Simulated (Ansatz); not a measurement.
Consider the ligand exchange at the Si–O bond: `[CH3][AlH][O][SiH2]C` + `C[NH][AlH2]` → `C[SiH2][N](C)[AlH2]` + `[CH3][AlH][OH]`.

Program: Ansatz. Geometries: PBE0-D4/def2-TZVP. ΔE: electronic, gas phase. CCSD(T)/CBS adds triple-zeta CCSD(T) − MP2 to the extrapolated MP2 energy (def2 sets, frozen cores). DFT in def2-TZVPP. B3LYP here is the variant with VWN-RPA as its local correlation; programs differ in this. Each species was taken in one conformer, which may not be the lowest.

```csv
level,ΔE (kcal/mol),difference from CCSD(T)/CBS
PBE-D4,12.8,-1.5
r2SCAN-D4,14.9,0.6
PBE0-D4,13.8,-0.5
B3LYP-D4,15.3,1.0
ωB97X-V,14.8,0.5
ωB97M-V,14.4,0.1
B2PLYP,15.9,1.6
PBE,13.9,-0.4
r2SCAN,15.1,0.8
PBE0,14.7,0.4
B3LYP,17.1,2.8
HF/def2-TZVPP,20.3,6.0
MP2/def2-TZVPP,13.7,-0.6
SCS-MP2/def2-TZVPP,15.0,0.7
CCSD/def2-TZVPP,15.3,1.0
CCSD(T)/def2-TZVPP,14.3,0.0
HF/def2-QZVPP,20.6,6.3
MP2/def2-QZVPP,13.8,-0.5
SCS-MP2/def2-QZVPP,15.1,0.8
HF/CBS(def2),20.6,6.3
MP2/CBS(def2),13.7,-0.6
CCSD/CBS(def2),15.3,1.0
CCSD(T)/CBS,14.3,0
```

Largest T1 diagnostic among the species: 0.012.

In def2-TZVPP, CCSD(T) changes the Hartree–Fock value by −6.1 kcal/mol (the triples alone add −1.0 kcal/mol) and MP2 by −6.7 kcal/mol. The D4 term adds −1.7 kcal/mol with B3LYP and −0.9 kcal/mol with PBE0; it sums over pairs of atoms, weighted by their polarisabilities, and B3LYP, whose exchange is more repulsive, gets the larger term.
